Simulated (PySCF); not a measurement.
Compound: fac-MoBr3(PH3)3 (quartet state).
Bonds: Mo1–Br2, Mo1–P3, Mo1–Br7, Mo1–P8, Mo1–Br12, Mo1–P13. Hydrogens: H4, H5, H6 on P3; H9, H10, H11 on P8; H14, H15, H16 on P13.

Method used: PBE0-D3(BJ)/def2-SVP geometry optimisation, gas phase, def2 core potentials past Kr in PySCF.

Problem. Give the optimised bond lengths and angles.

Solution. 
| bond | length (Å) |
| --- | --- |
| Mo1–Br2, Mo1–Br7, Mo1–Br12 | 2.535 |
| Mo1–P3, Mo1–P8, Mo1–P13 | 2.511 |
| P3–H4 and 8 like bonds | 1.419 |

Bonds in one row agree within 0.01 Å and their mean is given. A selection of angles:
| angle | degrees |
| --- | --- |
| Br2–Mo1–P3 | 175.7 |
| Br2–Mo1–Br7 | 100.9 |
| Br2–Mo1–P8 | 81.5 |
| P3–Mo1–P8 | 95.7 |
| Mo1–P3–H4 | 120.5 |
| Mo1–P3–H5 | 113.9 |
| Mo1–P3–H6 | 120.5 |
| H4–P3–H5 | 99.7 |

All 3 Br–Mo bonds measure 2.533 to 2.536 Å. Mo1 (molybdenum bonded to 3 Br and 3 P) is distorted octahedral (the three widest angles are 176.5°, 175.7° and 175.6°, the others run from 81.3° to 101.2°). P3 (phosphorus bonded to Mo and 3 H) is distorted tetrahedral (angles from 98.5° to 120.5°). All 3 Mo–P bonds measure 2.510 to 2.513 Å.

No frequency check. ⟨S²⟩ = 3.771 (exact for a quartet: 3.75).
